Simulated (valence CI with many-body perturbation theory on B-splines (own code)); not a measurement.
# Os5+: calculated level list

Computed by relativistic CI+MBPT: three valence electrons over a frozen Dirac-Fock core [Xe] 4f14, a basis of 9 s, 9 p, 10 d, 8 f, 5 g, 3 h, 1 i functions for each j, with the one-electron correlation potential Σ1, the two-electron term Σ2, the three-electron term Σ3, Breit, model QED; selected CI, second order for the rest, scaled by the run's own slope (own B-spline code, finite nucleus).

Against 68 measured levels this calculation errs by 1430 cm⁻¹ on average and by 5347 at most. 1 measured level below the end of the list, from 220745 cm⁻¹ on, found no clear computed partner.

Levels 1 to 45 of 69, with energies above the lowest level, 5d3 4F_3/2. "Leading %" is the weight of the configuration and term that name the level; weights of strongly mixed levels are sums over their largest components and can fall short. In the jj column 3d3/2^4 stands for four electrons in 3d with j = 3/2. Lifetimes count E1, E2, E3, M1 and M2 decay at the calculated energies, and are blank where another channel may lead or the interval is too uncertain; long ones can be off by a factor of two.

```csv
No.,Configuration,Term,J,E (cm⁻¹),Leading %,g,Leading jj,Lifetime
1,5d3,4F,3/2,0.0,83,0.482,5d3/2^3 (72 %),
2,5d3,4F,5/2,6294,95,1.037,5d3/2^2 5d5/2 (91 %),107 ms
3,5d3,4F,7/2,11368,85,1.191,5d3/2^2 5d5/2 (55 %),216 ms
4,5d3,4F,9/2,14671,56,1.213,5d3/2^2 5d5/2 (66 %),1.50 s
5,5d3,4P,3/2,14957,47,1.392,5d3/2^2 5d5/2 (79 %),64.7 ms
6,5d3,4P,1/2,17300,69,2.055,5d3/2^2 5d5/2 (96 %),273 ms
7,5d3,2G,7/2,23034,82,0.947,5d3/2 5d5/2^2 (68 %),27.3 ms
8,5d3,2H,9/2,23980,57,1.069,5d3/2 5d5/2^2 (52 %),43.1 ms
9,5d3,4P,5/2,25346,90,1.555,5d3/2 5d5/2^2 (60 %),74.3 ms
10,5d3,2D,3/2,28435,44,1.198,5d3/2 5d5/2^2 (93 %),13.4 ms
11,5d3,2P,1/2,29480,68,1.280,5d3/2 5d5/2^2 (96 %),30.0 ms
12,5d3,2H,11/2,32138,100,1.091,5d3/2 5d5/2^2 (100 %),88.0 ms
13,5d3,2D,5/2,35127,89,1.209,5d3/2 5d5/2^2 (67 %),24.4 ms
14,5d3,2G,9/2,37072,58,1.071,5d5/2^3 (79 %),17.1 ms
15,5d3,2F,5/2,40488,85,0.911,5d3/2 5d5/2^2 (51 %),43.6 ms
16,5d3,2P,3/2,40869,55,1.186,5d5/2^3 (82 %),13.8 ms
17,5d3,2F,7/2,41241,94,1.132,5d3/2 5d5/2^2 (87 %),40.2 ms
18,5d3,2D,3/2,61364,98,0.807,5d3/2 5d5/2^2 (81 %),9.48 ms
19,5d3,2D,5/2,62342,84,1.173,5d5/2^3 (65 %),6.13 ms
20,5d2 6s,4F,3/2,99331,91,0.434,5d3/2^2 6s (89 %),276 μs
21,5d2 6s,4F,5/2,102390,78,1.027,5d3/2^2 6s (75 %),236 μs
22,5d2 6s,4F,7/2,109890,94,1.232,5d3/2 5d5/2 6s (94 %),230 μs
23,5d2 6s,2F,5/2,115740,56,0.999,5d3/2 5d5/2 6s (76 %),169 μs
24,5d2 6s,4P,1/2,116460,90,2.568,5d3/2^2 6s (70 %),157 μs
25,5d2 6s,4F,9/2,116570,90,1.312,5d5/2^2 6s (50 %),214 μs
26,5d2 6s,4P,3/2,120510,85,1.593,5d3/2 5d5/2 6s (97 %),162 μs
27,5d2 6s,4P,5/2,121080,52,1.321,5d3/2 5d5/2 6s (98 %),157 μs
28,5d2 6s,2F,7/2,125220,62,1.054,5d3/2 5d5/2 6s (82 %),153 μs
29,5d2 6s,2D,3/2,125340,59,1.007,5d3/2 5d5/2 6s (74 %),172 μs
30,5d2 6s,2P,1/2,131430,90,0.799,5d3/2 5d5/2 6s (81 %),149 μs
31,5d2 6s,2G,9/2,132540,89,1.133,5d3/2 5d5/2 6s (50 %),163 μs
32,5d2 6s,2D,5/2,133660,55,1.339,5d5/2^2 6s (98 %),157 μs
33,5d2 6s,2G,7/2,134640,64,0.983,5d5/2^2 6s (77 %),153 μs
34,5d2 6s,2P,3/2,140630,76,1.231,5d5/2^2 6s (81 %),146 μs
35,5d2 6s,2S,1/2,160310,90,1.970,5d5/2^2 6s (85 %),117 μs
36,5d2 6p,4G°,5/2,171990,62,0.700,5d3/2^2 6p1/2 (94 %),525 ps
37,5d2 6p,4F°,3/2,177120,49,0.673,5d3/2^2 6p1/2 (87 %),149 ps
38,5d2 6p,4G°,7/2,183900,71,1.021,5d3/2 5d5/2 6p1/2 (93 %),352 ps
39,5d2 6p,4F°,5/2,185330,43,1.098,5d3/2 5d5/2 6p1/2 (96 %),174 ps
40,5d2 6p,4D°,1/2,188650,56,0.652,5d3/2^2 6p1/2 (72 %),129 ps
41,5d2 6p,4G°,9/2,192310,35,1.155,5d3/2 5d5/2 6p1/2 (65 %),230 ps
42,5d2 6p,4D°,3/2,192740,31,1.209,5d3/2 5d5/2 6p1/2 (83 %),156 ps
43,5d2 6p,2D°,5/2,193190,24,1.011,5d3/2 5d5/2 6p1/2 (58 %),211 ps
44,5d2 6p,2S°,1/2,193810,39,1.593,5d3/2 5d5/2 6p1/2 (87 %),150 ps
45,5d2 6p,4D°,7/2,193890,34,1.231,5d3/2 5d5/2 6p1/2 (53 %),143 ps
```

Names give the largest LS component (configuration and term), which can be under half, so a name can repeat, a term be missing and a line seem to break the LS rules; names also repeat where a configuration has a term twice.

The ionisation energy to 5d2 3F_2 of the next ion comes out as 70.766 eV (NIST: 70.1 ± 2 eV (theoretical)). All 69 levels together are meant to be complete up to 222300 cm⁻¹.
